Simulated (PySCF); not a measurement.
C3H9BFN, SMILES C(NB(C)F)C. The structure is a stationary point at ωB97X-D3(BJ)/def2-SVP. The structure was generated by enumeration, and PubChem lists no compound with its InChIKey, so it may never have been made. The values are those of a single conformer.

Q: Give the equilibrium geometry at ωB97X-D3(BJ)/def2-SVP (PySCF confirms it by a frequency run) as Cartesian coordinates in Å. (An estimate is asked for; the answer gives what the named calculation found.)

A: One answer among several that fit: 
```xyz
15

C     -2.3763     0.7010     0.1924
C     -1.4126    -0.0519    -0.7228
N     -0.3256    -0.6907    -0.0031
B      0.9987    -0.2484     0.1483
C      1.6299     1.0458    -0.4972
F      1.7985    -1.0194     0.9271
H     -2.8237     0.0229     0.9377
H     -3.1956     1.1593    -0.3846
H     -1.8461     1.4976     0.7383
H     -1.9653    -0.8112    -1.3037
H     -0.9823     0.6411    -1.4611
H     -0.5918    -1.5257     0.5102
H      2.0410     1.6879     0.3000
H      2.4825     0.7624    -1.1372
H      0.9340     1.6489    -1.0976
```
